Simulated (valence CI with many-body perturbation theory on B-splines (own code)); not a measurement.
Questions on Hg⁵⁸⁺

Computed by valence CI with perturbative core correlation (CI+MBPT): four valence electrons over a frozen Dirac-Fock core [Ar], a basis of 7 s, 7 p, 8 d, 6 f, 4 g, 1 h functions for each j, with the one-electron correlation potential Σ1, the two-electron term Σ2, the three-electron term Σ3, Breit, model QED; selected CI, second order for the rest, scaled by the run's own slope (own B-spline code, finite nucleus).

The last digits are not significant, and no measured levels were compared; by estimate large intervals hold to a few tenths of a per cent, small ones and those within an open d or f shell to about a per cent. The list stops below the first excitations out of the core. Only levels of the ground parity were solved; by the run's estimate the other parity begins above the list, which can be wrong where configurations are misplaced.

Levels are named by their leading jj configuration (3d3/2^4 stands for four electrons in 3d with j = 3/2), which in mixed levels can hold well under half, so a name can repeat and another be missing.

Rates and lifetimes use the calculated energies. Strong lines usually hold to 10 to 20 %, long lifetimes can be off by a factor of two.

Q: What is the ground level?

A: (3d3/2^4) J=0, composition 61 % 3d⁴ ³P + 24 % 3d⁴ ⁵D + 15 % 3d⁴ ¹S.

Q: How well does LS coupling describe the low levels?

A: Among the lowest 18 levels the leading LS term, summed over configurations, holds 49 % on average. For single configurations the figures are 49 % in LS and 99 % in jj coupling. Terms mix most in the J = 4 level at 875430 cm⁻¹, where the leading one holds 28 %.

Q: What is the ionisation energy?

A: 6042.4 eV; NIST lists 6041 ± 6 eV (theoretical).
